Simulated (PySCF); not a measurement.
Level of theory: B3LYP-D3(BJ)/def2-TZVP // BP86-D3(BJ)/def2-SVP run with PySCF 2.14.0. Isolated molecules, 0 K electronic values unless said otherwise. One relaxed conformer stands for a flexible species; it need not be the lowest. B3LYP has the VWN-RPA correlation part, as in Gaussian. 

Reference species: [Ta(Cl)4(OH)] (neutral, multiplicity 1).

```yaml
mean_distance_from_the_central_atom_to_its_bonded_neighbours: 2.237 Å
HOMO: -8.58 eV
charge on the central atom (Mulliken): 1.29 e
HOMO–LUMO gap: 5.45 eV
```

Changed species: [Ta(OH)5] (5 of 5 Cl replaced by OH; the reference has 1 of 5 Cl replaced by OH).

**Question.** Give the shifts of the mean distance from the central atom to its bonded neighbours, HOMO, charge on the central atom (Mulliken) and HOMO–LUMO gap.

**Answer.** the mean distance from the central atom to its bonded neighbours falls by 0.297 Å, to 1.940 Å; the HOMO rises by 0.26 eV, to -8.32 eV; the charge on the central atom (Mulliken) increases by 0.29 e, to 1.58 e; the HOMO–LUMO gap goes up by 1.62 eV, to 7.07 eV.
